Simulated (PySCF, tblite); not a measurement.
Calculations on `B1CSCCCS1`, in the order of a workflow; each names the level of the geometry that it ran on. Settings lines and outputs come from a driver script.

Species: C4H9BS2.
Atom-mapped SMILES: `[BH:1]1[CH2:2][S:3][CH2:4][CH2:5][CH2:6][S:7]1` (hydrogens: H8 on B1; H9, H10 on C2; H11, H12 on C4; H13, H14 on C5; H15, H16 on C6)

Step 1: GFN2-xTB geometry optimisation, gas phase (tblite 0.8.0) (from a force-field or distance-geometry start)
```json
{"job": {"kind": "relax", "xc": "GFN2-xTB", "basis": "xTB"}, "charge": 0, "multiplicity": 1}
```
```
step      E/eV     max force
  0    -567.27877    1.792
  1    -567.45498    0.918
  2    -567.64706    1.026
...
 73    -568.48737    0.021
 74    -568.48743    0.013
 75    -568.48745    0.013
 76    -568.48747    0.013
 77    -568.48749    0.010
```

Energy lowered by 27.9 kcal/mol over 77 steps; largest atomic force 0.010 eV/Å at the end. «max force» is the largest atomic force in eV/Å.

Time: 0.55 s. Hardware: one thread, Arm Neoverse V1 (aarch64), no GPU, on a shared host.

Step 2: GFN2-xTB harmonic vibrations, gas phase (tblite 0.8.0) (on the GFN2-xTB geometry)
```json
{"job": {"kind": "ir", "xc": "GFN2-xTB", "basis": "xTB"}, "charge": 0, "multiplicity": 1}
```
```
(table of modes left out)
```

42 modes from 98 to 3009 cm⁻¹ (unscaled, harmonic); zero-point energy 78.7 kcal/mol; all wavenumbers are real at this level.

Time: 0.56 s of wall time. Hardware: an Arm Neoverse V1 with one thread, on a shared host.

Step 3: TDDFT B3LYP/def2-SVPD, vertical, gas phase, core orbitals frozen in the response (PySCF 2.14.0, density-fitted response routines) (on the GFN2-xTB geometry)
```json
{"job": {"kind": "uv", "xc": "B3LYP", "basis": "def2-SVPD", "nstates": 8, "ntriplets": 3}, "charge": 0, "multiplicity": 1}
```
```
...
Static polarisability (au): isotropic 100.348, principal 80.849 108.983 111.211
Singlet excitations
state   eV       nm        f      main configurations
  1   4.0126    309.0   0.03334   H->L 0.98
  2   5.2423    236.5   0.00580   H->L+2 0.69, H->L+1 0.25
  3   5.3940    229.9   0.00298   H->L+1 0.72, H->L+2 0.24
  4   5.6770    218.4   0.09089   H-1->L 0.93
  5   5.8533    211.8   0.00615   H->L+3 0.89
  6   5.9998    206.6   0.00342   H-2->L 0.92
  7   6.0915    203.5   0.01811   H->L+4 0.91
  8   6.2525    198.3   0.00562   H->L+5 0.86
Triplet excitations (Tamm-Dancoff, eV): 3.6126 4.5422 4.9176
```

HOMO -6.11 eV, LUMO -1.17 eV; lowest singlet 4.01 eV; lowest triplet 3.61 eV (Tamm–Dancoff); mean polarisability 100.3 au.

The run took 78 s wall on one thread, Arm Neoverse N1 (aarch64), no GPU, shared host with 64 logical CPUs at a one-minute load of 62, and the process peaked at 0.91 GiB of memory.

Geometry of the electronic-property runs (GFN2-xTB):
```
atom  x, y, z in Å
B1     1.756    1.039   -0.521
C2     1.829   -0.410    0.094
S3     0.774   -1.519   -0.939
C4    -0.826   -1.363   -0.076
C5    -1.535   -0.025   -0.246
C6    -0.918    1.125    0.544
S7     0.347    2.079   -0.395
H8     2.642    1.481   -1.142
H9     1.474   -0.527    1.119
H10    2.824   -0.849    0.034
H11   -0.657   -1.588    0.979
H12   -1.433   -2.159   -0.509
H13   -1.572    0.237   -1.305
H14   -2.565   -0.159    0.098
H15   -0.469    0.780    1.475
H16   -1.680    1.867    0.780
```

 (This holds for the electronic-property runs.)

One conformer stands for the species.
